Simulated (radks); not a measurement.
Values are calculated unless marked as measured or tabulated.
Polarisability of the titanium ion Ti+, [Ar] 3d2 4s1, at imaginary frequency. Code: a radial shooting solver on a logarithmic mesh with Libxc functionals. Model: non-relativistic Kohn-Sham, LDA (Slater exchange, Perdew-Wang correlation), spin-polarised, spherical densities, point nucleus; open shells are filled with parallel spins first. Response by self-consistent Sternheimer equations with the Hartree and adiabatic LDA kernel.

w (hartree),alpha1(iw) (bohr^3)
0.00266,43.71
0.0143,43.41
0.0360,41.79
0.0697,37.35
0.118,29.67
0.186,20.86
0.280,13.57
0.413,8.632
0.605,5.538
0.892,3.566
1.35,2.216
2.12,1.239
3.59,0.5697
6.94,0.1951
17.5,0.04140

Static values: alpha1 = 43.72 bohr^3 (6.479 angstrom^3; uncoupled 60.32). C6 = 269.6, triple-dipole C9 = 8288 atomic units. One-pole (London) frequency 4 C6 / (3 alpha1^2) = 0.188 hartree, against 0.406 for minus the highest occupied eigenvalue. The dipole shielding factor is 0.954, as the force sum rule N/Z = 0.955 demands.
